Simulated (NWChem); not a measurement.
# SiHOClF2; SMILES Cl[Si](O)(F)F

```xyz
6

O      1.3247    -0.9577     0.7253
Si     0.0059    -0.3443     0.0051
F     -1.3408    -0.8112     0.7335
F     -0.0294    -0.9182    -1.4821
Cl     0.0023     1.6851    -0.0416
H      1.6127    -0.6013     1.5703
```
Atoms are numbered in this order, from 1.

The geometry was optimised at PBE0/def2-SVP. B3LYP is NWChem's, with the RPA form of VWN correlation.

**Question.** List the 4 lowest vertical singlet excitations from B3LYP/def2-SVP, TDA (NWChem).

**Answer.** 
```csv
state,energy (eV),oscillator strength,leading excitation (squared amplitude)
S1,8.41,0.018,HOMO → LUMO (0.95)
S2,8.66,0.017,HOMO−1 → LUMO (0.97)
S3,9.15,0.046,HOMO−2 → LUMO (0.93)
S4,9.74,0.050,HOMO−3 → LUMO (0.64)
```
